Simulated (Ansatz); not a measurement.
Consider the ligand exchange at the Si–C bond: `C[SiH2]C` + `O[SiH2]F` → `C[SiH2]O[SiH2]F` + CH₄.

Program: Ansatz. Geometries: PBE0-D4/def2-TZVP. ΔE: electronic, gas phase. CBS: MP2 limit from def2 TZ/QZ plus the TZ coupled-cluster correction, frozen cores. This one scheme is used for every species. DFT in def2-TZVPP. B3LYP here is the variant with VWN-RPA as its local correlation; programs differ in this. Each species was taken in one conformer, which may not be the lowest.

| level | ΔE (kcal/mol) |
| --- | --- |
| r2SCAN-D4 | -28.2 |
| B3LYP-D4 | -29.6 |

Task: What does CCSD(T)/CBS give? (Best estimate.)

Result: Computed: -28.5 kcal/mol. The listed levels differ from it by 0.3, -1.1 kcal/mol.

Largest T1 diagnostic among the species: 0.011.

The D4 term adds −0.9 kcal/mol with B3LYP and −0.6 kcal/mol with PBE0; it sums over pairs of atoms, weighted by their polarisabilities, and B3LYP, whose exchange is more repulsive, gets the larger term. Leaving LDA and LC-ωPBE aside and taking each functional with its dispersion term where it has one, the values, not all of them listed here, spread over 6.2 kcal/mol, from BHLYP-D4 to revPBE-D4.
